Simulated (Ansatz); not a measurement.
A nudged elastic band was laid between two geometries of BrH + Cl2GaHO (7 atoms, charge 0, multiplicity 1).

These are results of RHF/def2-SVP (Ansatz 0.2.0), not measurements.

| Quantity | Value |
| --- | --- |
| movable images | 5 |
| climbing image | yes |
| spring | 5.0 eV/Å² |
| optimiser | quadratic models (default) |
| start path | through a guess of the saddle point |
| force threshold | 0.05 eV/Å |
| iteration limit | 60 |
| end points | relaxed |

Initial state:

```xyz
7
Properties=species:S:1:pos:R:3
Ga -0.052 -0.172 0.037
O -0.072 -0.452 1.778
H -0.900 -0.593 2.212
Cl 1.791 -0.373 -1.016
Cl -1.895 0.023 -1.035
Br 0.432 2.877 1.043
H 0.649 2.149 2.232
```

Final state:

```xyz
7
Properties=species:S:1:pos:R:3
Ga 0.122 0.661 -0.105
O 0.017 0.079 1.891
H -0.747 -0.425 2.148
Cl 1.798 -0.463 -0.857
Cl -1.858 -0.045 -0.635
Br 0.412 2.928 0.244
H 0.208 0.723 2.564
```

(1) Which bonds break or form, and what moves?

(2) Give the energies along the band, and the barrier.

(3) What is the geometry of the highest image?

(4) What are the harmonic wavenumbers there?

Results:

(1) Bonds broken: Br6–H7. Bonds formed: Ga1–Br6, O2–H7. BrH + Cl2GaHO becomes BrCl2GaH2O.

(2) The forces met the threshold. The highest image is number 2 of 0 to 6, 6.6 kcal/mol above the first end and 42.6 kcal/mol above the last; the last end lies 36.0 kcal/mol below the first. A vibrational analysis at the climbing image gives one clearly imaginary mode, 954i cm⁻¹: a first-order saddle point. The orbitals stay closed-shell, which can raise the energy where a bond breaks towards radicals; this wasn't checked here.

```
image  path coordinate (Å)  energy (kcal/mol)  Br6–H7 (Å)  Ga1–Br6 (Å)  O2–H7 (Å)
    0                 0.00                0.0        1.41         3.25       2.74
    1                 0.58                1.2        1.42         3.08       2.09
    2                 1.17                6.6        1.55         2.72       1.44
    3                 1.56              -12.5        1.93         2.57       1.06
    4                 1.96              -30.4        2.35         2.38       0.96
    5                 2.36              -35.2        2.81         2.33       0.95
    6                 2.76              -36.0        3.21         2.31       0.95
```

(3) 
```xyz
7
Properties=species:S:1:pos:R:3
Ga 0.033 0.179 0.021
O -0.016 0.015 1.853
H -0.649 -0.508 2.325
Cl 1.816 -0.445 -0.974
Cl -1.870 0.105 -0.958
Br 0.451 2.670 1.038
H 0.189 1.441 1.946
```

(4) 954i, 71, 101, 132, 160, 163, 286, 408, 478, 490, 665, 752, 961, 1548, 4167 cm⁻¹.

The run took 2.9 min on 2 threads of Arm Neoverse V2, with other jobs on the host, peak memory 0.35 GiB.
